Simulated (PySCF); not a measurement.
## Relaxation of doublet [Se3]-

Computed with PySCF, UB3LYP, basis Se def2-SVPD (no relativity, density fitting). A (50,194) grid was used.

A hand-made bent start, of C2v symmetry, held to at least that symmetry:

```xyz
3
charge -1 multiplicity 2, angstrom
Se    0.0000    0.0000   -0.8183
Se    1.7530    0.0000    0.4092
Se   -1.7530    0.0000    0.4092
```

Optimiser trace:
```json
{"step": "0", "E − E(last) (kJ/mol)": "54.91", "largest gradient (Eh/bohr)": "0.07087"}
{"step": "1", "E − E(last) (kJ/mol)": "5.54", "largest gradient (Eh/bohr)": "0.01340"}
{"step": "2", "E − E(last) (kJ/mol)": "1.53", "largest gradient (Eh/bohr)": "0.00531"}
{"step": "3", "E − E(last) (kJ/mol)": "0.13", "largest gradient (Eh/bohr)": "0.00229"}
{"step": "4", "E − E(last) (kJ/mol)": "0.03", "largest gradient (Eh/bohr)": "0.00138"}
{"step": "5", "E − E(last) (kJ/mol)": "0.00", "largest gradient (Eh/bohr)": "0.00033"}
{"step": "6", "E − E(last) (kJ/mol)": "0.00", "largest gradient (Eh/bohr)": "0.00004"}
```

It ends at C2v with Se–Se 2.313 Å (×2); Se–Se–Se 115.0° (after a last refinement on a finer grid). A frequency run shows a minimum.

Final geometry:
Coordinates in bohr (charge -1 multiplicity 2):
```
Se    0.0000    0.0000   -1.5663
Se    3.6853    0.0000    0.7832
Se   -3.6853    0.0000    0.7832
```
